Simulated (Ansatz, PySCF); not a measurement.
GeCl2, SMILES [Cl][Ge][Cl] (connectivity only; charge and spin as stated), neutral, multiplicity 1.

Geometry optimised at PBE0-D3(BJ)/def2-TZVP. The isomer is the one that the SMILES or the coordinates give; other isomers of the formula were not compared.

Vertical ionisation energy (IE) and electron affinity (EA) in eV. Rows of orbital energies are one-electron estimates. Where ΔSCF, EOM or ADC give a negative EA the extra electron is unbound and the value depends on the basis.

| level | IE | EA |
|---|---|---|
| −ε(HOMO), −ε(LUMO), B3LYP/def2-TZVPD (PySCF) | 7.98 | 3.34 |
| −ε(HOMO), −ε(LUMO), PBE/def2-TZVPD (PySCF) | 7.07 | 3.86 |
| ADC(2)/aug-cc-pVDZ (PySCF) | 9.95 | 1.29 |
| ΔSCF, PBE0/def2-TZVPD (Ansatz), final states of multiplicity 2 and 2 | 10.30 | 1.23 |
| ΔSCF, PBE/def2-TZVPD (Ansatz), final states of multiplicity 2 and 2 | 10.12 | 1.10 |

Question: What vertical singlet–triplet gap does ΔSCF give with PBE0/def2-TZVPD (Ansatz, an electronic-structure program) and with PBE/def2-TZVPD (Ansatz)? (Estimate from the structure and the level; the computed values follow.)

Answer: 2.73 and 2.80 eV (triplet above singlet where positive).

Question: Beyond the first one, list the lowest photoelectron lines from ADC(2)/aug-cc-pVDZ in PySCF with their pole strengths (two spins summed). (Estimate from the structure and the level; the computed values follow.)

Answer: 10.79 eV (1.77), 11.25 eV (1.77), 12.03 eV (1.77), 12.18 eV (1.76), 13.13 eV (1.77).
